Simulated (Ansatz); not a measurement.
Li₂F₂⁻, that is (LiF)2 ring with one electron more. Charge -1, multiplicity 2. Geometry r2SCAN-D4/def2-TZVP, that of the neutral singlet; atoms count from 1.

```csv
atom,x (Å),y (Å),z (Å)
Li1,0.265,0.117,1.082
F2,-0.541,-1.166,0.258
Li3,-0.265,-0.117,-1.082
F4,0.541,1.166,-0.258
```

The highest occupied level of the charge -1 doublet lies above zero (up to 1.10 eV). By energy differences it is unbound by 0.18 eV (vertical, to the charge 0 singlet, at PBE0-D4/def2-TZVPD) and held by the finite basis.

(1) Estimate the Mulliken populations from the PBE0/def2-TZVPD orbitals of Ansatz.

(2) Where does the spin sit?

(3) And the Mayer bond orders between bonded heavy atoms (over 0.3)?

Answers

(1) 
```
atom  charge (e)  spin (α − β)
 Li1        0.31          0.60
  F2       -0.81         -0.10
 Li3        0.31          0.60
  F4       -0.81         -0.10
```
Mulliken values and Mayer orders depend strongly on the basis. With diffuse functions, as here, like atoms can get unlike values, and bond orders can come out too low or too high.

(2) Summed by element: Li 1.21, F -0.21, of 1 unpaired in all. Largest on single atoms: Li1 0.60, Li3 0.60, F4 -0.10.

(3) Li1–Li3 0.77 (2.24 Å).
